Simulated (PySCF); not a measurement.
Species: Sb4S4 realgar, Sb4S4.
Cartesian coordinates in Å at the PBE0-D3(BJ)/def2-SVP level; atoms count from 1:
```xyz
8
Sb4S4 angstrom
Sb    -0.5276   -1.7711    1.1645
S      1.8698   -1.4492    0.9307
Sb     2.0896    0.5750   -0.3996
S      0.9549   -0.3431   -2.3434
Sb    -1.2804   -0.8753   -1.5439
S     -1.8503    1.4114   -0.9513
Sb    -0.2111    2.0341    0.7339
S     -0.9067    0.3325    2.3254
```

Level of theory: PySCF 2.14.0, density-fitted response routines, TDDFT PBE0/def2-SVPD, vertical, gas phase, core orbitals frozen in the response, def2 core potentials past Kr. Spin–orbit coupling is left out.

Transition dipole moments from the ground state, in atomic units and in the frame of the coordinates above (overall signs are arbitrary), for the states with f of 0.002 or more among the lowest 8:

```json
{"state": "S3", "E (eV)": "3.446", "μx": "-0.274", "μy": "-0.390", "μz": "-0.052"}
{"state": "S4", "E (eV)": "3.448", "μx": "-0.214", "μy": "-0.308", "μz": "-0.042"}
{"state": "S8", "E (eV)": "3.923", "μx": "-0.120", "μy": "-0.171", "μz": "-0.022"}
```

Problem. Work out the oscillator strengths.

Solution. f = (2/3) ΔE |μ|² with ΔE in hartree (27.2114 eV).

```
state  |μ|² (au)  |μ| (D)      f
   S3      0.230     1.22  0.019
   S4      0.142     0.96  0.012
   S8      0.044     0.53  0.004
```

Problem. How is the summed strength of these states shared among x, y and z?

Solution. (2/3) Σ ΔE μα² gives 0.012 for x, 0.024 for y and 0.000 for z, 0.036 in all.

S3/S4 coincide within about 0.01 eV; within a degenerate level the directions of the single components are arbitrary.

The vertical ionisation energy (ΔSCF) is 7.80 eV, 3.88 eV above S8.

One conformer stands for the species.
